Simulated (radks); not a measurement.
Question: These are the eigenvalues of the occupied orbitals of an atom or ion with whole-number occupations (hartree). Calculated with a radial shooting solver on a logarithmic mesh with Libxc functionals: non-relativistic Kohn-Sham, LDA (Slater exchange, Perdew-Wang correlation), spin-unpolarised, spherical densities, point nucleus.

1s: -2272.548
2s: -422.5388
2p: -407.3681
3s: -140.4027
3p: -133.5504
3d: -120.9491
4s: -66.66436
4p: -63.70579

Which element is it, and in what charge state? The configuration may be excited.

Answer: Z = 72, hafnium, charge +38: Hf38+ in [Ar] 3d10 4s2 4p4. The list shows which subshells hold electrons but not how many an open one holds; the 1s level, -2272.5 hartree, gives Z - s = 67.4 by -(Z - s)^2/2, which with screening narrows Z to a few neighbours, and the depths of the outer levels then fix element, charge and occupations together.
